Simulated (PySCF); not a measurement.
BH3N, SMILES B=[NH2+], charge +1. Atoms are numbered in the order given.

```xyz
5

B      0.0000     0.0000     0.7831
N      0.0000     0.0000    -0.5278
H      0.0000     0.0000     1.9564
H      0.0000     0.8520    -1.0887
H      0.0000    -0.8520    -1.0887
```
Charge +1, spin multiplicity 1.

The structure is a stationary point at PBE0-D3(BJ)/def2-TZVP. The isomer is the one that the SMILES or the coordinates give; other isomers of the formula were not compared.

Calculation: PySCF with PBE0/pcJ-1.

Isotropic couplings with Fermi-contact, spin-dipole and both spin-orbit terms, one fixed conformer, no vibrational averaging. Isotopes: 11B, 14N, 1H.

```csv
pair,bonds apart,J (Hz)
B1–N2,1,___
B1–H3,1,311.3
N2–H4,1,64.5
N2–H5,1,64.5
B1–H4,2,___
B1–H5,2,___
N2–H3,2,___
H4–H5,2,-17.9
H3–H4,3,-0.4
H3–H5,3,-0.4
```

**Question.** Some entries are withheld; supply them. (An estimate is asked for; the answer gives what the named calculation found.)

**Answer.** 
- B1–N2, J (Hz): 34.3
- B1–H4, J (Hz): 5.2
- B1–H5, J (Hz): 5.2
- N2–H3, J (Hz): 10.4
